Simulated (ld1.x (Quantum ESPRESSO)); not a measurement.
## Configuration tests for gold (TM)

ld1.x (Quantum ESPRESSO) 7.5 input, shortened:

```
&input
   title='Au', zed=79., rel=1, dft='PZ', iswitch=3,
   config='[Xe] 4f14 5d10 6s0 6p0'
 /
 &inputp
   pseudotype=2, tm=.true., lloc=2,
   nlcc=.false.
 /
3
6S  1  0   0.00   0.00  1.80  1.80  0.0
5P  2  1   6.00   0.00  1.35  1.35  0.0
5D  3  2  10.00   0.00  1.82  1.82  0.0
 &test
   configts(1)='5p6 5d10 6s0 6p0'
 /
```

Energies are relative to the spin-unpolarised reference configuration 5p6 5d10 6s0 6p0; without spin polarisation the order of configurations can differ from experiment. Spin-polarised rows fill each open shell by Hund’s rule, majority spin first.

(1) Give the all-electron excitation energy and the error of the potential for: 5p6 5d10 6s1 6p0; 5p6 5d9 6s0 6p0; 5p6 5d8 6s0 6p0; 5p5 5d10 6s1 6p0; 5p6 5d9 6s1 6p1; 5p6 5d9 6s2 6p0; 5p6 5d10 6s0 6p1; 5p6 5d10 6s1 6p0 (spin-polarised); 5p6 5d9 6s0 6p0 (spin-polarised).

Note: ghost state, extra bound levels that the all-electron valence spectrum of the same l lacks: s at -66.0 eV. A true bound ghost makes a file unfit for plane-wave use.

Results:

(1)

| valence configuration | charge | ΔE all-electron (eV) | error AE − PS (meV) |
| --- | --- | --- | --- |
| 5p6 5d10 6s1 6p0 | 0 | -9.774 | -0.5 |
| 5p6 5d9 6s0 6p0 | +2 | 21.501 | -1.8 |
| 5p6 5d8 6s0 6p0 | +3 | 55.668 | -7.0 |
| 5p5 5d10 6s1 6p0 | +1 | 56.626 | -166 |
| 5p6 5d9 6s1 6p1 | 0 | -2.257 | -113 |
| 5p6 5d9 6s2 6p0 | 0 | -8.173 | -24 |
| 5p6 5d10 6s0 6p1 | 0 | -4.376 | -78 |
| 5p6 5d10 6s1 6p0 (spin-polarised) | 0 | -9.908 | 0.0 |
| 5p6 5d9 6s0 6p0 (spin-polarised) | +2 | 21.360 | +21 |
